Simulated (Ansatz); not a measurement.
Geometry optimisation, RKS PBE/def2-mTZVP (Ansatz 0.2.0).

The input (input.yaml):

```yaml
crystal:
  periodic: [false, false, false]
  atoms:
    - { symbol: Sn, position_ang: [0.0, 0.0, 0.0] }
    - { symbol: H, position_ang: [0.0, 0.0, 1.74] }
    - { symbol: O, position_ang: [1.8483, 0.0, -0.6527] }
    - { symbol: H, position_ang: [2.1646, -0.9521, -0.7693] }
    - { symbol: H, position_ang: [-0.8195, 1.4198, -0.5794] }
    - { symbol: O, position_ang: [-0.9232, -1.5994, -0.6527] }
    - { symbol: H, position_ang: [-1.3778, -2.065, 0.1197] }
basis:
  gaussian: { orbitals: def2-mTZVP }
hamiltonian:
  xc: pbe
relax:
  f_tol: 0.02
  max_steps: 40
```

Command:

```bash
$ ansatz run input.yaml --threads 1 --pin off --max-ram 2048MiB --backend cpu --events-out ev --progress --plain --runs-dir out
```

Q: Where does it end, and by what steps?

A: The forces met the threshold. After 8 steps the energy has fallen by 0.147 eV; O6 moved furthest, 0.29 Å.

```tsv
step	energy less start (eV)	largest force component (eV/Å)	accepted
0	0.0000	1.538	yes
1	-0.1075	0.850	yes
2	-0.1326	0.645	yes
3	-0.1147	0.524	no
4	-0.1421	0.311	yes
5	-0.1455	0.054	yes
6	-0.1468	0.032	yes
7	-0.1472	0.028	yes
8	-0.1473	0.012	yes
```

```xyz
7
Properties=species:S:1:pos:R:3
Sn -0.058 0.045 0.036
H 0.069 -0.050 1.761
O 1.757 -0.064 -0.810
H 2.228 -0.881 -0.558
H -0.725 1.461 -0.657
O -1.190 -1.486 -0.604
H -1.190 -2.221 0.037
```

Whether the end is a true minimum wasn't checked by a vibrational analysis.

Run time: 26 s on 1 thread of Intel(R) Xeon(R) Platinum 8375C CPU @ 2.90GHz (Ice Lake), on a shared host, peak memory 0.17 GiB.
